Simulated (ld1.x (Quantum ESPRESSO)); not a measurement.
**hydrogen: one change to a PAW potential, before and after**

```json
{"Element": "H", "Generator": "ld1.x (Quantum ESPRESSO) 7.5", "Type": "PAW", "Functional": "PBE", "Relativity": "scalar-relativistic", "Frozen core": "none", "Valence charge": "1", "Reference configuration": "1s1", "Partial waves": "1s (bound): rcut 0.95, rcutus 1.15 bohr; 1s channel at 2.6 Ry: rcut 0.95, rcutus 1.15 bohr; 2p channel at 0.2 Ry: rcut 0.75, rcutus 1.00 bohr; 2p channel at 1 Ry: rcut 0.75, rcutus 1.00 bohr", "Local potential": "all-electron potential smoothed inside 0.75 bohr (lloc = -1)", "Core correction": "none", "Augmentation charge": "PSQ, inside the norm-conserving radii"}
```

Change: all radii scaled by about 1.18 (s 1.36, p 1.18 bohr, rcut 1.12/0.88); local potential all-electron potential smoothed inside 0.88 bohr (lloc = -1).

Cutoffs: the cutoffs (Ry, on a coarse ladder) from which the occupation-weighted sum of valence levels, in a spherical-Bessel basis at the reference potential, stays within 10 and 1 mRy of its value at 400 Ry; they do not see the model core or the augmentation charge, which bear on the density cutoff. Errors are all-electron minus pseudo energies relative to the spin-unpolarised reference configuration.

Q: What does the change do?

A: The potential gets softer (18 Ry and 30 Ry → 12 Ry and 21 Ry); neither file shows a bound ghost. A larger radius leaves more room for a smooth pseudo-wave, so fewer plane waves are needed.

```csv
quantity,base,changed
"cutoff, loose",18 Ry,12 Ry
"cutoff, tight",30 Ry,21 Ry
bound ghosts,none,none
"error for 1s0.5, meV [ΔE 4.76 eV]",0.0,0.0
lowest overlap eigenvalue by channel,"s 0.96, p 0.69","s 0.97, p 0.83"
```
